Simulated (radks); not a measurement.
Pb3+, configuration [Xe] 4f14 5d10 6s1.

Calculated with a radial shooting solver on a logarithmic mesh with Libxc functionals: scalar-relativistic Kohn-Sham, PBEsol, spin-polarised, spherical densities, finite nucleus; open shells are filled with parallel spins first (spin-orbit coupling, left out, can overturn this in heavy ions); Fermi nuclear charge, rms radius 5.5012 fm.

Energy parts (hartree):
total: -20868.5589
kinetic: 23567.6191
electron-nucleus: -52010.3867
Hartree: 7954.1849
exchange-correlation: -379.9762

Orbitals (lengths in bohr, moments of r in powers of bohr; r(max) is where P^2 peaks):
[
 {"orbital": "1s up", "occ.": "1", "eigenvalue (hartree)": "-3236.618", "<1/r>": "101.2", "<r>": "0.01606", "r(max)": "0.009850", "<r^2>": "0.0003576"},
 {"orbital": "1s down", "occ.": "1", "eigenvalue (hartree)": "-3236.617", "<1/r>": "101.2", "<r>": "0.01606", "r(max)": "0.009850", "<r^2>": "0.0003576"},
 {"orbital": "2s up", "occ.": "1", "eigenvalue (hartree)": "-579.8432", "<1/r>": "23.78", "<r>": "0.06763", "r(max)": "0.05718", "<r^2>": "0.005425"},
 {"orbital": "2s down", "occ.": "1", "eigenvalue (hartree)": "-579.8427", "<1/r>": "23.78", "<r>": "0.06763", "r(max)": "0.05718", "<r^2>": "0.005425"},
 {"orbital": "2p up", "occ.": "3", "eigenvalue (hartree)": "-497.8122", "<1/r>": "20.90", "<r>": "0.06144", "r(max)": "0.04761", "<r^2>": "0.004619"},
 {"orbital": "2p down", "occ.": "3", "eigenvalue (hartree)": "-497.8117", "<1/r>": "20.90", "<r>": "0.06144", "r(max)": "0.04761", "<r^2>": "0.004619"},
 {"orbital": "3s up", "occ.": "1", "eigenvalue (hartree)": "-139.9940", "<1/r>": "8.814", "<r>": "0.1746", "r(max)": "0.1612", "<r^2>": "0.03489"},
 {"orbital": "3s down", "occ.": "1", "eigenvalue (hartree)": "-139.9933", "<1/r>": "8.814", "<r>": "0.1746", "r(max)": "0.1612", "<r^2>": "0.03489"},
 {"orbital": "3p up", "occ.": "3", "eigenvalue (hartree)": "-116.4591", "<1/r>": "7.978", "<r>": "0.1765", "r(max)": "0.1613", "<r^2>": "0.03613"},
 {"orbital": "3p down", "occ.": "3", "eigenvalue (hartree)": "-116.4584", "<1/r>": "7.978", "<r>": "0.1765", "r(max)": "0.1613", "<r^2>": "0.03613"},
 {"orbital": "3d up", "occ.": "5", "eigenvalue (hartree)": "-92.37997", "<1/r>": "7.488", "<r>": "0.1600", "r(max)": "0.1314", "<r^2>": "0.02993"},
 {"orbital": "3d down", "occ.": "5", "eigenvalue (hartree)": "-92.37942", "<1/r>": "7.488", "<r>": "0.1600", "r(max)": "0.1314", "<r^2>": "0.02993"},
 {"orbital": "4s up", "occ.": "1", "eigenvalue (hartree)": "-32.49776", "<1/r>": "3.797", "<r>": "0.3844", "r(max)": "0.3624", "<r^2>": "0.1667"},
 {"orbital": "4s down", "occ.": "1", "eigenvalue (hartree)": "-32.49675", "<1/r>": "3.797", "<r>": "0.3844", "r(max)": "0.3624", "<r^2>": "0.1667"},
 {"orbital": "4p up", "occ.": "3", "eigenvalue (hartree)": "-24.78011", "<1/r>": "3.414", "<r>": "0.4101", "r(max)": "0.3824", "<r^2>": "0.1910"},
 {"orbital": "4p down", "occ.": "3", "eigenvalue (hartree)": "-24.77895", "<1/r>": "3.414", "<r>": "0.4101", "r(max)": "0.3824", "<r^2>": "0.1910"},
 {"orbital": "4d up", "occ.": "5", "eigenvalue (hartree)": "-15.82895", "<1/r>": "3.069", "<r>": "0.4311", "r(max)": "0.3884", "<r^2>": "0.2144"},
 {"orbital": "4d down", "occ.": "5", "eigenvalue (hartree)": "-15.82761", "<1/r>": "3.069", "<r>": "0.4311", "r(max)": "0.3884", "<r^2>": "0.2144"},
 {"orbital": "4f up", "occ.": "7", "eigenvalue (hartree)": "-5.94391", "<1/r>": "2.675", "<r>": "0.4538", "r(max)": "0.3496", "<r^2>": "0.2467"},
 {"orbital": "4f down", "occ.": "7", "eigenvalue (hartree)": "-5.94244", "<1/r>": "2.676", "<r>": "0.4538", "r(max)": "0.3496", "<r^2>": "0.2466"},
 {"orbital": "5s up", "occ.": "1", "eigenvalue (hartree)": "-6.34994", "<1/r>": "1.598", "<r>": "0.8534", "r(max)": "0.7886", "<r^2>": "0.8161"},
 {"orbital": "5s down", "occ.": "1", "eigenvalue (hartree)": "-6.34762", "<1/r>": "1.599", "<r>": "0.8531", "r(max)": "0.7887", "<r^2>": "0.8154"},
 {"orbital": "5p up", "occ.": "3", "eigenvalue (hartree)": "-4.20941", "<1/r>": "1.367", "<r>": "0.9764", "r(max)": "0.8815", "<r^2>": "1.075"},
 {"orbital": "5p down", "occ.": "3", "eigenvalue (hartree)": "-4.20546", "<1/r>": "1.368", "<r>": "0.9750", "r(max)": "0.8815", "<r^2>": "1.072"},
 {"orbital": "5d up", "occ.": "5", "eigenvalue (hartree)": "-1.82434", "<1/r>": "1.021", "<r>": "1.280", "r(max)": "1.071", "<r^2>": "1.892"},
 {"orbital": "5d down", "occ.": "5", "eigenvalue (hartree)": "-1.81013", "<1/r>": "1.028", "<r>": "1.271", "r(max)": "1.068", "<r^2>": "1.863"},
 {"orbital": "6s up", "occ.": "1", "eigenvalue (hartree)": "-1.39773", "<1/r>": "0.6129", "<r>": "2.086", "r(max)": "1.880", "<r^2>": "4.855"},
 {"orbital": "6s down", "occ.": "0", "eigenvalue (hartree)": "-1.35690", "<1/r>": "0.6142", "<r>": "2.085", "r(max)": "1.871", "<r^2>": "4.860"},
 {"orbital": "6p up", "occ.": "0", "eigenvalue (hartree)": "-0.97380", "<1/r>": "0.4937", "<r>": "2.558", "r(max)": "2.282", "<r^2>": "7.320"},
 {"orbital": "6p down", "occ.": "0", "eigenvalue (hartree)": "-0.93398", "<1/r>": "0.4905", "<r>": "2.573", "r(max)": "2.292", "<r^2>": "7.410"},
 {"orbital": "6d up", "occ.": "0", "eigenvalue (hartree)": "-0.53999", "<1/r>": "0.3400", "<r>": "3.722", "r(max)": "3.368", "<r^2>": "15.53"}
]

The highest occupied level is 6s up at -38.034 eV. For comparison, the ionisation energy in NIST's Atomic Spectra Database is 42.333 eV (measured). In exact Kohn-Sham theory the highest level is minus the ionisation energy, but local and semilocal functionals leave it too shallow, through self-interaction and a potential that decays too fast; potentials with the right tail come closer.
